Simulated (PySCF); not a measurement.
Cl₂F₂HNW, SMILES [NH]=[W]([F])([F])([Cl])[Cl], multiplicity 1.

The structure is a stationary point at PBE0-D3(BJ)/def2-SVP. The spin state was assumed, not searched. The structure was generated by enumeration; whether it is a known compound was not checked. The def2 effective core potentials stand for the cores of W; spin–orbit coupling is left out.

Two levels are set side by side: TDDFT-PBE/def2-SVPD (PySCF) and TDDFT-ωB97X/def2-SVPD (PySCF). Vertical, same geometry. The lowest singlet is HOMO→LUMO 96 % with PBE and HOMO→LUMO 83 % with the other functional; states are paired by order. Differences are taken from unrounded values.

| quantity | TDDFT-PBE |
|---|---|
| lowest singlet excitation (eV) | 3.67 |
| lowest triplet excitation (TDA) (eV) | 3.46 |

### Question
These are the TDDFT-PBE values. What does TDDFT-ωB97X give? (The exact figures need the calculation; the answer reports its results.)

### Answer

```tsv
quantity	TDDFT-ωB97X	TDDFT-PBE minus TDDFT-ωB97X
lowest singlet excitation (eV)	4.22	-0.55
lowest triplet excitation (TDA) (eV)	3.80	-0.34
```

A lower first singlet is the usual sign of a functional without exact exchange. Differences between two approximate levels are no errors against the true value.

Rough cost on one machine, each run with all the roots and properties that it gave: TDDFT-ωB97X against TDDFT-PBE about 7 times.
